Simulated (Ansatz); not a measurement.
One change: `F[CH2][AlH][SiH3]` becomes `F[CH2][InH][SiH3]`.

Ansatz, PBE0-D4/def2-TZVP geometries, multiplicity 1. Each molecule was computed in one conformer, which needn't be the lowest.

Elements past krypton have def2 core potentials.

```csv
property,`F[CH2][AlH][SiH3]`
HOMO energy (ωB97M-V/def2-TZVPP) / eV,-9.56
LUMO energy (B3LYP/def2-TZVPP) / eV,-2.18
LUMO energy (PBE0/def2-TZVPP) / eV,-1.98
LUMO energy (PBE/def2-TZVPP) / eV,-2.73
HOMO–LUMO gap (B3LYP/def2-TZVPP) / eV,5.14
HOMO–LUMO gap (ωB97M-V/def2-TZVPP) / eV,9.22
```

Problem. Give the same properties after the change, and the shifts. (An estimate is asked.)

Solution. Ansatz gave: 
```csv
property,`F[CH2][InH][SiH3]`,shift
HOMO energy (ωB97M-V/def2-TZVPP) / eV,-9.15,0.41
LUMO energy (B3LYP/def2-TZVPP) / eV,-2.32,-0.14
LUMO energy (PBE0/def2-TZVPP) / eV,-2.05,-0.07
LUMO energy (PBE/def2-TZVPP) / eV,-2.76,-0.03
HOMO–LUMO gap (B3LYP/def2-TZVPP) / eV,4.57,-0.57
HOMO–LUMO gap (ωB97M-V/def2-TZVPP) / eV,8.62,-0.60
```

With PBE0 the HOMO rises by 0.42 eV and the LUMO falls by 0.07 eV, so the gap narrows by about 0.49 eV. PBE moves the HOMO by 0.35 eV and ωB97M-V by 0.41 eV.

B3LYP here is the variant with VWN-RPA as its local correlation; programs differ in this.
